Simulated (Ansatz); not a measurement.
A run for Ansatz (an electronic-structure program): SC-NEVPT2 on CASSCF(6,4)/def2-TZVPP on HISe (SMILES [SeH]I), a point of a bond scan (R = 6.867 Å). Elements past Kr take the def2 small-core potentials; no spin–orbit coupling.

Ansatz 0.2 input:
```yaml
crystal:
  periodic: [false, false, false]
  atoms:
    - {symbol: Se, position_ang: [-0.90439192, -0.74056665, 0.98809339]}
    - {symbol: H, position_ang: [-1.84024043, -1.18560364, -0.05946084]}
    - {symbol: I, position_ang: [3.19768941, 2.60207933, -3.38818195]}
basis:
  gaussian:
    orbitals: def2-TZVPP
    pivot_positions_ang: [[-0.90439192, -0.74056665, 0.98809339], [-1.84024043, -1.18560364, -0.05946084], [3.19768941, 2.60207933, -3.38818195]]
magnetization: {spin_polarized: false}
correlation: {method: sc_nevpt2, electrons: outside_noble_gas, active_space: {window: {electrons: 6, orbitals: 4}}}
output: {orbitals: {seedname: ./end}}
```

Output:

```
WARN ansatz: RAYON_NUM_THREADS=1 ignored (pool sized by the plan → 1); use --threads N
Functional definition: HF
integrals: 0.04 GiB planned
919 factors; integrals over basis functions are off by at most 4.2e-4 eV
mean field: 0.34 GiB planned
mean field evaluation 1: about -73382.6231 eV, gradient 2.1e1 eV
mean field evaluation 2: about -73382.6432 eV, gradient 2.1e1 eV
mean field evaluation 4: about -73379.4631 eV, gradient 2.8e1 eV
mean field evaluation 8: about -73383.6621 eV, gradient 1.4e1 eV
mean field evaluation 16: about -73386.4236 eV, gradient 1.1e-5 eV
mean field evaluation 32: about -73386.3620 eV, gradient 2.6e-6 eV
mean field evaluation 64: about -73386.4221 eV, gradient 2.3e-1 eV
mean field evaluation 96: about -73386.3968 eV, gradient 4.0e-1 eV
mean field evaluation 128: about -73386.4152 eV, gradient 7.5e-1 eV
mean field evaluation 160: about -73386.3338 eV, gradient 2.9e-4 eV
mean field evaluation 192: about -73384.7505 eV, gradient 1.5e1 eV
mean field -73386.42358471 eV, -2696.9013236336 hartree, gradient 2.6e-6 eV, S^2 0.000000; 15 other end points of the search recorded, 0 dependent functions left out; unrestricted orbitals would lower it
reference -73386.42358471 eV, -2696.9013236336 hartree; 30, 30 occupied and 82, 82 virtual orbitals, 919 factors
configuration interaction: 0.14 GiB planned
configuration interaction: 0.00 GiB planned
state -73390.72722688 eV, -2697.0594795662 hartree
state -73390.72722688 eV, -2697.0594795662 hartree; corrected -73397.59132200 eV, -2697.3117304093 hartree
1 active orbitals were swapped for others, from the solution at -73390.72721915 eV, -2697.0594792822 hartree to that at -73390.72722688 eV, -2697.0594795662 hartree; typed "places" are swapped only where nearly empty or full, and so, without "given_window_search", are "orbital_numbers", "shells" and a window whose orbitals a file names under [Active]
WARN: 2 active orbitals are nearly empty or full. The corrections depend on them more than the energy does, and are more stable in an active space without them
Total energy: -73397.59132200 eV, -2697.3117304093 hartree
```

Self-consistency was reached.

Warnings raised: idle orbitals.

Cost: very roughly 4 core-minutes.
